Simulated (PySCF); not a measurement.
C3H3BFNO, SMILES FB1N=CC=CO1. Geometry optimised at PBE-D3(BJ)/def2-SVP. This is a generated structure with no PubChem entry under its InChIKey; it may be hypothetical.

Computed with PBE-D3(BJ)/def2-SVP (PySCF 2.14.0).

Harmonic wavenumbers (cm⁻¹): 132, 346, 388, 461, 494, 561, 724, 768, 780, 923, 939, 976, 1001, 1074, 1160, 1269, 1351, 1399, 1443, 1530, 1651, 2994, 3121, 3159. Rotational constants (GHz): 5.590, 2.676, 1.810; symmetry number 1.

Q: Work out the zero-point energy and the ideal-gas rigid-rotor harmonic-oscillator thermochemistry at 298.15 K and 1 atm.

A: ZPE = ½ Σ hcν = ½ × 28643 cm⁻¹ = 40.95 kcal/mol. H − E(el) = 44.93 kcal/mol. Entropy in cal/(mol K): translation 39.68, rotation 26.88, vibration 8.47, total 75.03. G − E(el) = 22.56 kcal/mol. Cp = 21.67 cal/(mol K). Modes under 150 cm⁻¹ make the vibrational entropy uncertain.
